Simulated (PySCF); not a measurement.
# NMR data sheet: C$_{6}$H$_{12}$N$_{2}$

```
Formula                               : C6H12N2
SMILES                                : C=CCN(C)/N=C\C
InChI                                 : InChI=1S/C6H12N2/c1-4-6-8(3)7-5-2/h4-5H,1,6H2,2-3H3/b7-5-
Point group of the computed structure : C1
Degrees of unsaturation               : 2
Carbon signals                        : 6
Proton signals                        : 7
```

Numbering as in the mapped SMILES `[CH2:1]=[CH:2][CH2:3][N:4]([CH3:5])/[N:6]=[CH:7]\[CH3:8]` (H(Xn): hydrogen on atom n). Ha(C1) is cis to C3; Hb(C1) is trans to C3.

[PySCF 2.14: PBE0-D3(BJ)/def2-SVP geometry; B97-2/pcSseg-1 with gauge-including orbitals; single conformer; fast rotation and ring inversion assumed for equivalent nuclei; no solvent; no relativistic terms]

Shifts are taken against calculated references (same method and geometry level): 1H (σ = 31.38 ppm), 13C (σ = 183.69 ppm) against TMS; 15N (σ = 262.91 ppm) against NH3.

| carbon | δC, type | δH (multiplicity) | HMBC from (2–3 bonds) | span of the C tensor (ppm) |
| --- | --- | --- | --- | --- |
| C1 | 120.7, CH2 | Ha(C1) 5.31 (m); Hb(C1) 5.31 (m) | H(C2), H(C3) | 215 |
| C2 | 139.7, CH | 6.14 (m) | Hb(C1), Ha(C1), H(C3) | 245 |
| C3 | 58.6, CH2 | 3.56 (d) | H(C2), Hb(C1), Ha(C1), H(C5) | 47 |
| C5 | 48.2, CH3 | 2.95 (s) | H(C3) | 78 |
| C7 | 137.5, CH | 6.40 (q) | H(C8) | 182 |
| C8 | 20.0, CH3 | 1.61 (d) | H(C7) | 32 |

Other nuclei:
```csv
atoms,nucleus,environment,δ (ppm),σ (ppm)
N6,15N,imine nitrogen,394.4,-131.5
N4,15N,nitrogen bonded to O or N,123.2,139.7
```

1. Carbon types of the structure: 2 × CH, 2 × CH2, 2 × CH3, which accounts for all hydrogens.
2. δC 139.7: alkene CH; an sp2 carbon of a C=C bond.
3. δC 137.5: C=N carbon.
4. δC 120.7: terminal =CH2 carbon; an sp2 carbon of a C=C bond.
5. δC 48.2: methyl carbon bonded to N; the inductive effect lowers its shielding.
6. δH 6.14: hydrogen on an alkene CH; olefinic region.

Shifts are as computed. Against solution values, carbons near 30 ppm lie about +1 ppm off and those near 130 ppm about +2 ppm. Of 1211 compounds with measured shifts, 218 miss one by over three times the rms of a fit or turn the order of signals round; such compounds aren't used in these exercises. Experimental scales use liquid or dissolved standards, which lie at an offset from isolated NH3 (liquid NH3: subtract about 20 ppm). Unscaled 15N shifts of sp2 nitrogen come out 20 to 40 ppm too high even then. Multiplicities follow the n + 1 count of equivalent neighbours, as no J values were calculated; m marks all less simple cases, F and P coupling included.
